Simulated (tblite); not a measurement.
C20-Ih fullerene, spiral 1 2 3 4 5 6 7 8 9 10 11 12 (C20) at step 29 of a GFN2-xTB optimisation (tblite, gas phase), coordinates in Å:

```
  1 C     1.852    0.344    0.047
  2 C     1.723   -0.901    0.592
  3 C     0.932   -1.561   -0.431
  4 C     0.855   -0.838   -1.678
  5 C     1.466    0.443   -1.446
  6 C     0.518    1.354   -1.395
  7 C     0.409    1.960   -0.106
  8 C     1.369    1.348    0.808
  9 C     0.587    0.530    1.719
 10 C     0.799   -0.668    1.736
 11 C    -0.494   -1.355    1.416
 12 C    -0.438   -2.012    0.087
 13 C    -1.359   -1.280   -0.771
 14 C    -0.592   -0.585   -1.747
 15 C    -0.810    0.702   -1.777
 16 C    -0.895    1.550    0.410
 17 C    -0.851    0.874    1.713
 18 C    -1.534   -0.459    1.459
 19 C    -1.770   -0.351   -0.076
 20 C    -1.766    0.905   -0.561
```

The gap is small, so a closed-shell solution may not be the true ground state; the numbers describe that solution.

(1) What are the forces on the atoms (eV/Å)?

Results:

(1) 
```
  1 C     4.33    0.68   -4.28
  2 C    -1.30   -2.69   -0.52
  3 C    -1.09   -2.02    0.76
  4 C    -1.38   -1.06    1.22
  5 C     4.55   -2.54    1.73
  6 C    -4.29    2.83   -1.23
  7 C    -1.96   -0.21    1.12
  8 C    -0.78    2.06    0.29
  9 C    -3.34   12.17    3.35
 10 C     1.97  -12.32    0.20
 11 C     1.20   -1.88   -0.20
 12 C     3.44    1.34    0.25
 13 C     3.28   -8.95   -4.63
 14 C     2.49   -3.71   -3.71
 15 C    -1.32    5.58    0.65
 16 C    -0.54    1.50    0.46
 17 C     0.41   -0.88   -2.30
 18 C    -0.66    2.20   -1.39
 19 C    -7.95    4.31    9.82
 20 C     2.94    3.58   -1.58
```
